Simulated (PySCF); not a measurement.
Compound: C₈H₆FN.
Bonds: N1–C2 (triple), C2–C3, C3–C4, C4–C5 (aromatic), C5–C6 (aromatic), C6–C7 (aromatic), C7–F8, C7–C9 (aromatic), C9–C10 (aromatic), C4–C10 (aromatic). Hydrogens: H11, H12 on C3; H13 on C5; H14 on C6; H15 on C9; H16 on C10.

Computed with TDDFT wB97X-D/def2-SVPD, vertical, gas phase, core orbitals frozen in the response (PySCF 2.14.0, density-fitted response routines). Isolated species at its PBE0-D3(BJ)/def2-SVP geometry (one conformer only). Torsions of this conformer, `[N:1]#[C:2][CH2:3][c:4]1[cH:5][cH:6][c:7]([F:8])[cH:9][cH:10]1`: C2–C3–C4–C5 90°.

Orbital energies (eV): HOMO-3 -11.48, HOMO-2 -11.45, HOMO-1 -9.85, HOMO -9.33, LUMO 0.69, LUMO+1 0.93, LUMO+2 1.95.

Lowest singlets, with some entries withheld (?).

```json
{"state": "S1", "ν̃ (cm⁻¹)": "43140", "f": "?", "main configurations (H = HOMO, L = LUMO)": "H→L (70%), H-1→L+1 (28%)"}
{"state": "S2", "ν̃ (cm⁻¹)": "49260", "f": "?", "main configurations (H = HOMO, L = LUMO)": "H→L+1 (62%), H-1→L (37%)"}
{"state": "S3", "ν̃ (cm⁻¹)": "56480", "f": "?", "main configurations (H = HOMO, L = LUMO)": "H-1→L (59%), H→L+1 (36%)"}
{"state": "S4", "ν̃ (cm⁻¹)": "56630", "f": "?", "main configurations (H = HOMO, L = LUMO)": "H-1→L+1 (67%), H→L (28%)"}
{"state": "S5", "ν̃ (cm⁻¹)": "59680", "f": "?", "main configurations (H = HOMO, L = LUMO)": "H→L+2 (83%), H→L+4 (8%)"}
{"state": "S6", "ν̃ (cm⁻¹)": "61300", "f": "?", "main configurations (H = HOMO, L = LUMO)": "H-2→L+1 (18%), H-2→L+5 (16%), H-3→L+3 (15%)"}
{"state": "S7", "ν̃ (cm⁻¹)": "63220", "f": "?", "main configurations (H = HOMO, L = LUMO)": "H-4→L (68%), H-2→L (14%)"}
{"state": "S8", "ν̃ (cm⁻¹)": "63250", "f": "?", "main configurations (H = HOMO, L = LUMO)": "H-1→L+2 (62%), H-1→L+4 (10%)"}
{"state": "S9", "ν̃ (cm⁻¹)": "63680", "f": "?", "main configurations (H = HOMO, L = LUMO)": "H→L+5 (34%), H-4→L (11%), H-3→L+1 (11%)"}
{"state": "S10", "ν̃ (cm⁻¹)": "63720", "f": "?", "main configurations (H = HOMO, L = LUMO)": "H-1→L+2 (17%), H-2→L+1 (15%), H-3→L (14%)"}
```

Task: Fill in the withheld entries.

Result: 
- S1: f = 0.011
- S2: f = 0.022
- S3: f = 0.731
- S4: f = 0.437
- S5: f = 0.025
- S6: f = 0.014
- S7: f = 0.0063
- S8: f = 0.0029
- S9: f = 0.016
- S10: f = 0.0022

Task: What is the mean static polarisability from the same response equations?

Result: 93.9 au (13.91 Å³), with principal values 69.6, 93.5 and 118.7 au.

Task: What is the vertical ionisation energy by ΔSCF at this level?

Result: 9.44 eV; −ε(HOMO) is 9.33 eV.

Task: Which level carries the most intensity, and what share of the listed sum of f?

Result: S3, with f = 0.731 of 1.268, 58%.

Hardware: Arm Neoverse V1, one thread (shared host). Cost: 2.9 min wall.
